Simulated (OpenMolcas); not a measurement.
Computed levels of 4s² 4p⁴ in ions with 34 electrons, in cm-1 above ³P₂.

- Program: OpenMolcas 26.06
- Method: CASSCF
- Basis: ANO-RCC-VTZP
- Scalar Hamiltonian: DKH2, point nucleus
- Spin-orbit coupling: state interaction with AMFI integrals over the reference wave functions, term energies averaged over their components

Active space for each ion: 6 electrons in 4 orbitals (4s 4p).

| Level | Se | Kr2+ |
| --- | --- | --- |
| ³P₁ | 1810 | 4080 |
| ³P₀ | 2366 | 4891 |
| ¹D₂ | 11801 | 17077 |
| ¹S₀ | 21828 | 31575 |

Task: Estimate ³P₀, ¹D₂, ¹S₀ for Br+ from its neighbours Se and Kr2+.

Result: ³P₀ is fine structure, which grows about as the fourth power of a screened charge, so the fourth roots are averaged: ((2366^0.25 + 4891^0.25) / 2)^4 = 3458. The calculation gives 3558, so the estimate is off by -2.8 %; the measured value is 3837 (NIST Handbook of Basic Atomic Spectroscopic Data).
¹D₂ is another term, which grows about linearly with the charge: (11801 + 17077) / 2 = 14439. The calculation gives 14460, so the estimate is off by -0.1 %; the measured value is 12089 (NIST Handbook of Basic Atomic Spectroscopic Data).
¹S₀ is another term, which grows about linearly with the charge: (21828 + 31575) / 2 = 26702. The calculation gives 26732, so the estimate is off by -0.1 %; the measured value is 27867 (NIST Handbook of Basic Atomic Spectroscopic Data).

Without dynamic correlation excited terms often stand tens of per cent too high (terms of higher spin than the ground term too low), and those without a measured partner can miss by more than the paired ones (holds for Se; Br+). No level of 4s 4p⁵ was computed, though it lies in the active space (holds for Br+). Measured partners are found by configuration, term and J. A level has none where our copy of the source lacks it or the pairing is in doubt (some pairs that miss far off the trend of their configuration count as doubtful), and it then counts in no deviation. Levels of configurations outside the active space are missing.
